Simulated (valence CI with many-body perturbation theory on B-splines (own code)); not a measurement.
The numbers below are computed, except where a source is named.
**Sensitivity of CI+MBPT for Ir56+**

Level of theory: configuration interaction combined with many-body perturbation theory (CI+MBPT): three valence electrons over a frozen Dirac-Fock core [Ar], a basis of 6 s, 6 p, 5 d, 5 f, 1 g functions for each j, with the one-electron correlation potential Σ1, the two-electron term Σ2, the three-electron term Σ3, Breit, model QED; selected CI, second order for the rest, scaled by the run's own slope (own B-spline code, finite nucleus).

The last digits are not significant, and no measured levels were compared; by estimate large intervals hold to a few tenths of a per cent, small ones and those within an open d or f shell to about a per cent. The list stops below the first excitations out of the core. Only levels of the ground parity were solved; by the run's estimate the other parity begins above the list, which can be wrong where configurations are misplaced.

The reference run has the lowest level (3d3/2^3) J=3/2 and an ionisation energy of 5609.60 eV. Its largest variational space holds 2183 state functions.

Levels are named by their leading jj configuration (3d3/2^4 stands for four electrons in 3d with j = 3/2), which in mixed levels can hold well under half, so a name can repeat and another be missing. Letters in brackets count levels of one name in rising energy.

| Level | Reference (cm⁻¹) | Shift (cm⁻¹) |
| --- | --- | --- |
| (3d3/2^2 3d5/2) J=5/2 [a] | 648994 | -2351 |
| (3d3/2^2 3d5/2) J=3/2 | 701852 | -2355 |
| (3d3/2^2 3d5/2) J=9/2 | 732215 | -2369 |
| (3d3/2^2 3d5/2) J=7/2 | 735154 | -2405 |
| (3d3/2^2 3d5/2) J=1/2 | 747804 | -2384 |
| (3d3/2^2 3d5/2) J=5/2 [b] | 950533 | -2538 |
| (3d3/2 3d5/2^2) J=7/2 [a] | 1371040 | -4710 |
| (3d3/2 3d5/2^2) J=9/2 | 1410730 | -4747 |
| (3d3/2 3d5/2^2) J=3/2 [a] | 1456100 | -4768 |
| (3d3/2 3d5/2^2) J=1/2 | 1481340 | -4783 |
| (3d3/2 3d5/2^2) J=11/2 | 1490520 | -4767 |
| (3d3/2 3d5/2^2) J=5/2 [a] | 1492300 | -4739 |

The ionisation energy moves by -2.69 eV.

Question: Which of these changes was made?
A. scale of Σ2 1 → 0.8; cutoff of virtual states (hartree) 11858 → 5790
B. scale of Σ1 1 → 0
C. scale of Σ1 1 → 0.8

Answer: B. scale of Σ1 1 → 0.
